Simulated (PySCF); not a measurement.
**C₆ coefficients of unlike pairs at PBE**

Calculated with PySCF 2.14 from the dipole response of each species, C₆(A,B) = (3/π) ∫ α_A(iu) α_B(iu) du, in atomic units, from isotropic polarisabilities. For ions this is the dispersion term alone; charge-induced terms of lower order in 1/R come first.

```tsv
species	configuration	basis	relativity	α (bohr³)	C₆ (like pair)
Ni³⁺	[Ar] 3d7 (4F)	def2-TZVPPD (6s6p4d2f1g)	none	1.459	3.183
Bi	[Xe] 4f14 5d10 6s2 6p3 (4S)	def2-TZVPPD with the def2 core potential (60 electrons) (7s5p4d2f)	core potential	54.36	657.0
C⁺	[He] 2s2 2p1 (2P)	aug-cc-pwCVQZ (9s8p6d4f2g)	none	6.096	14.65
Cl⁺	[Ne] 3s2 3p4 (3P)	aug-cc-pV(T+d)Z (6s5p4d2f)	none	8.834	42.02
```

Task: Estimate C₆ for C⁺ with Bi.

Result: The integral gives 95.60. The combination rule 2 C_A C_B / (C_A α_B/α_A + C_B α_A/α_B) gives 94.22 and the geometric mean 98.12.

No spin-orbit coupling is included, so Bi, close to jj coupling, stand for model states.

The other pairs:

```csv
pair,C₆
"Cl⁺, Bi",156.4
"Cl⁺, Ni³⁺",9.991
"Bi, Ni³⁺",33.66
"Cl⁺, C⁺",24.61
"C⁺, Ni³⁺",5.579
```
